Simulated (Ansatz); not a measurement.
`C[O][Mo](=[O])([OH])=[S]` + HCl → `[O]=[Mo]([OH])(=[S])[Cl]` + CH₃OH at 298.15 K and 1 bar (ligand exchange at a Mo–O bond).

Isolated molecules relaxed with PBE0-D4/def2-TZVP in Ansatz; ΔE leaves out vibrations. CCSD(T)/CBS adds triple-zeta CCSD(T) − MP2 to the extrapolated MP2 energy (def2 sets, frozen cores). This one scheme is used for every species. def2 core potentials past Kr. For Mo outer-core shells are correlated without core-valence functions, which leaves a few kJ/mol of doubt a bond. Each species was taken in one conformer, which may not be the lowest.

```json
{"species": "`C[O][Mo](=[O])([OH])=[S]`", "CCSD(T)/CBS energy (Eh)": "-732.03018", "H − E (kJ/mol)": "183.7", "S (J/(mol·K))": "395.6"}
{"species": "HCl", "CCSD(T)/CBS energy (Eh)": "-460.38127", "H − E (kJ/mol)": "26.6", "S (J/(mol·K))": "186.8"}
{"species": "`[O]=[Mo]([OH])(=[S])[Cl]`", "CCSD(T)/CBS energy (Eh)": "-1076.80343", "H − E (kJ/mol)": "72.3", "S (J/(mol·K))": "349.9"}
{"species": "CH₃OH", "CCSD(T)/CBS energy (Eh)": "-115.61712", "H − E (kJ/mol)": "146.3", "S (J/(mol·K))": "238.2"}
```

H − E and S are ideal-gas, rigid-rotor, harmonic terms from PBE0-D4/def2-TZVP, for one conformer and one mirror image of each species. 1 Eh = 2625.50 kJ/mol, R = 8.31446 J/(mol·K).

**Question.** By hand: ΔE, ΔH, ΔS and ΔG.

**Answer.** ΔE = (-1076.80343) + (-115.61712) − (-732.03018) − (-460.38127) = -0.00910 Eh = -23.9 kJ/mol. Δ(H − E) = 72.3 + 146.3 − 183.7 − 26.6 = 8.3, so ΔH = -15.6 kJ/mol. ΔS = 349.9 + 238.2 − 395.6 − 186.8 = 5.7 J/(mol·K). ΔG = -15.6 − 298.15 × (5.7)/1000 = -17.3 kJ/mol.

**Question.** By hand: the equilibrium constant, and the temperature at which ΔG would vanish if ΔH and ΔS stayed fixed.

**Answer.** log₁₀ K = −ΔG/(RT ln 10) = 3.0. ΔH and −TΔS have one sign here, so there is no such temperature. One of them is within its doubt of zero, so this could turn.

The number of gas molecules stays the same, so ΔS is small and ΔH decides. A doubt of 5 kJ/mol in ΔE shifts log₁₀ K by 0.9 here. Other conformers and mirror images would add mixing entropy, several J/(mol·K) or more a flexible species. Modes under 60 cm⁻¹, often nearly free rotors, make the harmonic entropy too high. These are equilibria of isolated gas molecules and say nothing of rates. Largest T1 diagnostic: 0.024 (customary marks: 0.02 for closed shells, 0.045 for open ones).
